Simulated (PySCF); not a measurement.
## Ionisation energy along the 26-electron series

Calculated with PySCF 2.14 and a two-component X2C-1e Hamiltonian (Gaussian nucleus, no Breit or QED terms), each ion in its own even-tempered basis scaled to its charge; GMP2 freezes [Ne] and drops the highest virtual spinors. Values in eV. NIST values: (m) measured, (s) semi-empirical, (t) theoretical.

```csv
ion,configuration,GHF (screened spin-orbit),GMP2 (screened spin-orbit),NIST
Se⁸⁺,[Ar] 3d8,218.78,220.44,219 ± 2.2 (t)
Kr¹⁰⁺,[Ar] 3d8,306.97,308.53,308 ± 3 (t)
```

Fill in the row of Br⁹⁺.

configuration: [Ar] 3d8; GHF (screened spin-orbit): 261.29; GMP2 (screened spin-orbit): 262.89; NIST: 261 ± 2.2 (t).
